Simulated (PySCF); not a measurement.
C4H4N2.

```xyz
10

C      0.0000     0.0000     2.0333
C      0.0000     0.0000     0.6873
N      0.0000    -1.1765    -0.0949
C      0.0000    -0.7394    -1.3149
C      0.0000     0.7394    -1.3149
N      0.0000     1.1765    -0.0949
H      0.0000     0.9456     2.5773
H      0.0000    -0.9456     2.5773
H      0.0000    -1.4014    -2.1854
H      0.0000     1.4014    -2.1854
```

Geometry optimised at B3LYP-D3(BJ)/def2-SVP.

Computed with PBE/pcSseg-1 (PySCF). Non-relativistic, no solvent.

Give the absolute GIAO shielding of each atom: isotropic value and principal components (ppm). (Estimate from the structure and the level; the computed values follow.)


```tsv
atom	σ(iso)	σ11	σ22	σ33	span
C1	39.4	-34.2	1.4	151.0	185.1
C2	1.2	-88.7	28.4	63.9	152.6
N3	-124.0	-445.1	-157.5	230.6	675.6
C4	17.3	-83.9	34.8	100.9	184.8
C5	17.3	-83.9	34.8	100.9	184.8
N6	-124.0	-445.1	-157.5	230.6	675.6
H7	24.5	22.5	23.7	27.2	4.6
H8	24.5	22.5	23.7	27.2	4.6
H9	23.2	21.8	22.5	25.4	3.6
H10	23.2	21.8	22.5	25.4	3.6
```
